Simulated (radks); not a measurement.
The numbers below are computed, except where a source is named.
All-electron atom: Cu in [Ar] 3d10 4s1.

Code: a radial shooting solver on a logarithmic mesh with Libxc functionals. Model: non-relativistic Kohn-Sham, PBEsol, spin-polarised, spherical densities, point nucleus; open shells are filled with parallel spins first; hard spherical wall at 7 bohr.

Energy parts (Ry):
part                       energy
total                 -3277.93157
kinetic                3275.35067
electron-nucleus      -7850.84086
Hartree                1428.73673
exchange-correlation   -131.17811

Orbitals (lengths in bohr, moments of r in powers of bohr; <r^-3> diverges for s and p1/2):
| orbital | occ. | eigenvalue (Ry) | <r^-3> |
|---|---|---|---|
| 1s up | 1 | -642.2386 | - |
| 1s down | 1 | -642.2363 | - |
| 2s down | 1 | -76.32977 | - |
| 2s up | 1 | -76.32643 | - |
| 2p down | 3 | -66.93559 | 673.2 |
| 2p up | 3 | -66.93359 | 673.3 |
| 3s down | 1 | -8.10693 | - |
| 3s up | 1 | -8.10280 | - |
| 3p down | 3 | -5.18897 | 84.97 |
| 3p up | 3 | -5.18607 | 84.83 |
| 3d up | 5 | -0.36324 | 7.465 |
| 3d down | 5 | -0.35136 | 7.661 |
| 4s up | 1 | -0.33470 | - |
| 4s down | 0 | -0.25280 | - |
| 4p up | 0 | 0.00463 | 2.500 |
| 4p down | 0 | 0.08249 | 2.408 |
| 4d up | 0 | 0.43287 | 0.6169 |
| 5s up | 0 | 0.47055 | - |
| 4d down | 0 | 0.49327 | 0.5176 |
| 5s down | 0 | 0.52565 | - |

The highest occupied level is 4s up at -4.554 eV. The spin density at the nucleus is 5.199 e/bohr^3 (1s 0.036, 2s 0.070, 3s -0.074, 4s 5.168), a Fermi contact field of 273 T. Summed over all electrons, <r^2> = 29.93 bohr^2, which gives a Langevin (diamagnetic) susceptibility term of -23.7 x 10^-6 cm^3/mol.
